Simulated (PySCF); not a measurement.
All values below come from PySCF with ωB97X-D3(BJ)/def2-TZVP // PBE0-D3(BJ)/def2-SVP. All species are isolated molecules in the gas phase. One relaxed conformer stands for a flexible species; it need not be the lowest. Delta-SCF ions had no search for a lower state. Excitations are Tamm–Dancoff values on a coarser integration grid. The basis has no diffuse functions, so Rydberg states are missing or too high.

Reference species (SMILES): `[SiH2]1[SiH2][SiH2][SnH2][SiH2][SiH2]1` (neutral, multiplicity 1).

| Property | Value |
|---|---|
| vertical ionisation energy (Delta-SCF) | 9.23 eV |
| T1 excitation (TDA) | 5.56 eV |
| HOMO–LUMO gap | 10.68 eV |

After one change: the vertical ionisation energy (Delta-SCF) decreases by 0.34 eV; the T1 excitation (TDA) falls by 2.43 eV; the HOMO–LUMO gap falls by 2.04 eV.

Problem. What was changed between the two runs? The new species is one of these.
A. `O1[SiH2][SiH2][SiH2][SiH2][SiH2]1`
B. `[SiH2]1[SiH2][SiH2][GaH][SiH2][SiH2]1`
C. `[SiH2]1[SiH2][SiH2]S[SiH2][SiH2]1`

Solution. B, `[SiH2]1[SiH2][SiH2][GaH][SiH2][SiH2]1`
